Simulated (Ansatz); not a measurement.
Basis-set series for `[CH3][Sc]([F])[F]`. Total charge 0; spin multiplicity 1. Geometry: relaxed with PBE0-D4/def2-TZVP.

| functional | basis | functions | energy (Eh) | HOMO (eV) | LUMO (eV) |
| --- | --- | --- | --- | --- | --- |
| PBE0-D4 | def2-TZVPP | 199 | -1000.14863 | -7.45 | -2.31 |
| PBE0-D4 | def2-QZVPP | 354 | -1000.17660 | -7.45 | -2.29 |
| ωB97M-V | def2-TZVPP | 199 | -1000.45830 | -9.76 | -0.72 |
| ωB97M-V | def2-QZVPP | 354 | -1000.48439 | -9.76 | -0.73 |

Task: Give the rows for def2-SVP. (Best estimate.)

Result: Computed: 
```json
{"functional": "PBE0-D4", "basis": "def2-SVP", "functions": "88", "energy (Eh)": "-999.75324", "HOMO (eV)": "-7.36", "LUMO (eV)": "-2.18"}
{"functional": "ωB97M-V", "basis": "def2-SVP", "functions": "88", "energy (Eh)": "-1000.05517", "HOMO (eV)": "-9.64", "LUMO (eV)": "-0.49"}
```

Scalar relativity is left out up to krypton.
